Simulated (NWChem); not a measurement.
All runs are NWChem calculations. System: H5GeSi, charge 0, spin multiplicity 2, at a geometry optimised with UPBE0/def2-SVP. The structure started from a generated list of species. Its SCF solution wasn't tested for a lower state. Level: UB2PLYP/def2-SVPD, 14 core orbitals frozen.

Job file:

```
start mol
memory heap 200 mb stack 900 mb global 1100 mb
geometry units angstroms nocenter noautoz
  Si    -0.148433    -1.631381     0.000000
  Ge     0.032873     0.736629     0.000000
  H      0.421162    -2.276126     1.224630
  H      0.421162    -2.276126    -1.224630
  H     -0.659891     1.306430    -1.251609
  H     -0.659891     1.306430     1.251609
  H      1.503596     1.206611     0.000000
  symmetry group Cs
end
basis spherical
  * library def2-svpd
end
dft
  xc hfexch 0.53 becke88 0.47 lyp 0.73 mp2 0.27
  dftmp2
  odft
  mult 2
  semidirect memsize 60000000 filesize 0
  iterations 100
end
mp2
  freeze core 14
end
task dft energy
```

Output (cleaned and shortened):

```
             Northwest Computational Chemistry Package (NWChem) 7.3.0
             --------------------------------------------------------

                                NWChem Input Module
                                -------------------

 Scaling coordinates for geometry "geometry" by  1.889725989
 (inverse scale =  0.529177249)

 Turning off AUTOSYM since
 SYMMETRY directive was detected!

                             Geometry "geometry" -> ""
                             -------------------------

 Output coordinates in angstroms (scale by  1.889725989 to convert to a.u.)

  No.       Tag          Charge          X              Y              Z
 ---- ---------------- ---------- -------------- -------------- --------------
    1 Si                  14.0000    -0.14843300    -1.63138100     0.00000000
    2 Ge                  32.0000     0.03287300     0.73662900     0.00000000
    3 H                    1.0000     0.42116200    -2.27612600     1.22463000
    4 H                    1.0000     0.42116200    -2.27612600    -1.22463000
    5 H                    1.0000    -0.65989100     1.30643000    -1.25160900
    6 H                    1.0000    -0.65989100     1.30643000     1.25160900
    7 H                    1.0000     1.50359600     1.20661100     0.00000000

 Effective nuclear repulsion energy (a.u.)     161.5062468300

            Nuclear Dipole moment (a.u.)
            ----------------------------
        X                 Y               Z
 ---------------- ---------------- ----------------
     0.0000226767     0.0000245664     0.0000000000

      Symmetry information
      --------------------

 Group name             Cs
 Group number              2
 Group order               2
 No. of unique centers     5

      Symmetry unique atoms

     1    2    3    5    7


 Summary of "ao basis" -> "" (spherical)
 ------------------------------------------------------------------------------
       Tag                 Description            Shells   Functions and Types
 ---------------- ------------------------------  ------  ---------------------
 *                         def2-svpd                  on all atoms

  dft_input: which_mp2 not specified, using semidirect MP2 by default.

                                 NWChem DFT Module
                                 -----------------

 Summary of "ao basis" -> "ao basis" (spherical)
 ------------------------------------------------------------------------------
       Tag                 Description            Shells   Functions and Types
 ---------------- ------------------------------  ------  ---------------------
 Si                        def2-svpd                10       24   5s3p2d
 Ge                        def2-svpd                14       38   6s4p4d
 H                         def2-svpd                 4        8   2s2p

 Summary of "ao basis" -> "ao basis" (spherical)
 ------------------------------------------------------------------------------
       Tag                 Description            Shells   Functions and Types
 ---------------- ------------------------------  ------  ---------------------
 Si                        def2-svpd                10       24   5s3p2d
 Ge                        def2-svpd                14       38   6s4p4d
 H                         def2-svpd                 4        8   2s2p

      Symmetry analysis of basis
      --------------------------

        a'         65
        a"         37

            General Information
            -------------------
[...]
 overlap   0.904  0.995  0.996  0.997  0.998  0.988  0.981  0.994  0.998  0.993

   alpha     51     52     53     54     55     56     57     58     59     60
    beta     51     52     53     54     55     56     57     58     59     60
 overlap   0.986  0.998  0.999  0.996  0.997  0.998  0.995  0.995  1.000  0.978

   alpha     61     62     63     64     65     66     67     68     69     70
    beta     61     62     63     64     65     66     67     68     69     70
 overlap   0.975  0.962  0.950  0.980  0.984  0.991  0.975  0.999  0.975  0.982

   alpha     71     72     73     74     75     76     77     78     79     80
    beta     71     72     73     74     75     76     77     78     79     80
 overlap   0.999  0.988  0.997  0.939  0.945  0.997  0.998  0.996  0.998  0.998

   alpha     81     82     83     84     85     86     87     88     89     90
    beta     81     82     83     84     85     86     87     88     89     90
 overlap   0.998  0.997  1.000  1.000  1.000  1.000  1.000  1.000  1.000  0.998

   alpha     91     92     93     94     95     96     97     98     99    100
    beta     91     92     93     94     95     96     97     98     99    100
 overlap   0.998  1.000  1.000  1.000  1.000  1.000  1.000  1.000  1.000  1.000

   alpha    101    102
    beta    101    102
 overlap   1.000  1.000

     --------------------------
     Expectation value of S2:
     --------------------------
      <S2> =      0.7542 (Exact =     0.7500)

 center of mass
 --------------
 x =  -0.01216660 y =   0.14266817 z =   0.00000000

 moments of inertia (a.u.)
 ------------------
         483.845811110911         -24.194560712328           0.000000000000
         -24.194560712328          37.089328499623           0.000000000000
           0.000000000000           0.000000000000         476.793398161632

     Multipole analysis of the density
     ---------------------------------

     L   x y z        total         alpha         beta         nuclear
     -   - - -        -----         -----         ----         -------
     0   0 0 0      0.000000    -26.000000    -25.000000     51.000000

     1   1 0 0     -0.003652      0.460032     -0.463706      0.000023
     1   0 1 0     -0.005904      1.525986     -1.531914      0.000025
     1   0 0 1     -0.000000     -0.000000     -0.000000      0.000000

     2   2 0 0    -26.445769    -22.761057    -17.360108     13.675396
     2   1 1 0      0.008039     -6.383858     -1.956590      8.348486
     2   1 0 1     -0.000000     -0.000000     -0.000000      0.000000
     2   0 2 0    -26.751162   -144.233921   -131.972140    249.454900
     2   0 1 1      0.000000      0.000000      0.000000      0.000000
     2   0 0 2    -26.189800    -24.826709    -23.262598     21.899507

                   NWChem MP2 Semi-direct Energy/Gradient Module
                   ---------------------------------------------

  Basis functions       =    102
  Molecular orbitals    =    102
  Frozen core           =     14
  Frozen virtuals       =      0
  Active alpha occupied =     12
  Active beta occupied  =     11
  Active alpha virtual  =     76
  Active beta virtual   =     77
  Use MO symmetry       = T
  Use skeleton AO sym   = T

  AO/Fock/Back tols     =   1.0D-09  1.0D-09  1.0D-09

 GA uses MA = F    GA memory limited = T

 Available:
  local mem=  4.43D+07
 global mem=  1.44D+08
 local disk=  0.00D+00
  mp2_memr nvloc                    76
  nvloc new                    76
   1 passes of  12:        3145728                      44480                  16024197.
   1 passes of  12: M     44321455           G      144158392           F      41175727.

 Semi-direct pass number   1 of   1  for UHF alpha       at        9.7s
  vrange nnbf                  5162
  mp2_eaftype                    61  avail_ma_in_mb                   386
 EAF : mp2_eaftype filesize          61    8012098.
  mp2_eaf for mointskh                     61
Node 0 wrote     37.7 Mb in      0.0 s     Agg I/O rate:  1483.2 Mb/s
 Done moints_semi at       15.1s
  mp2_eaftype                    61  avail_ma_in_mb                   386
 EAF : mp2_eaftype filesize          61    8012098.
  mp2_eaf for kh                    61
 Done maket at       15.5s
 Done multipass loop at       15.5s

 GA uses MA = F    GA memory limited = T

 Available:
  local mem=  4.43D+07
 global mem=  1.44D+08
 local disk=  0.00D+00
  mp2_memr nvloc                    77
  nvloc new                    77
   1 passes of  11:        3145728                      42822                  14883395.
   1 passes of  11: M     44321455           G      144158392           F      41175727.

 Semi-direct pass number   1 of   1  for UHF beta        at       15.5s
  vrange nnbf                  5162
  mp2_eaftype                    56  avail_ma_in_mb                   386
 EAF : mp2_eaftype filesize          56    7441697.
  mp2_eaf for mointskh                     56
Node 0 wrote     35.0 Mb in      0.0 s     Agg I/O rate:  1564.5 Mb/s
 Done moints_semi at       22.0s
  mp2_eaftype                    56  avail_ma_in_mb                   386
 EAF : mp2_eaftype filesize          56    7441697.
  mp2_eaf for kh                    56
 Done maket at       22.3s
 Done multipass loop at       22.3s

          -------------------------------------------
          DFT energy                   -2368.465142868326
          Unscaled MP2 energy             -0.411264226396
          Total DFT+MP2 energy         -2368.576184209453
          -------------------------------------------

 -----------------------
 Performance information
 -----------------------

 Timer overhead =  2.44D-07 seconds/call

               Nr. of calls         CPU time (s)                 Wall time (s)                GFlops
             ---------------    -------------------     ------------------------------   -------------------
Name         Min   Avg   Max    Min     Avg     Max     Min     Avg     Max   Mx/calls   Min     Max     Sum
mp2: moin     2     2     2    12.     12.     12.      12.     12.     12.     6.0      0.0     0.0     0.0
mp2: make     2     2     2   0.59    0.59    0.59     0.59    0.59    0.59    0.29      0.0     0.0     0.0
mp2: tota     1     1     1    13.     13.     13.      13.     13.     13.     13.      0.0     0.0     0.0

 The average no. of pstat calls per process was 5.00D+00
 with a timing overhead of 1.22D-06s

 Task  times  cpu:       22.3s     wall:       22.3s

 Total times  cpu:       22.3s     wall:       22.3s
```
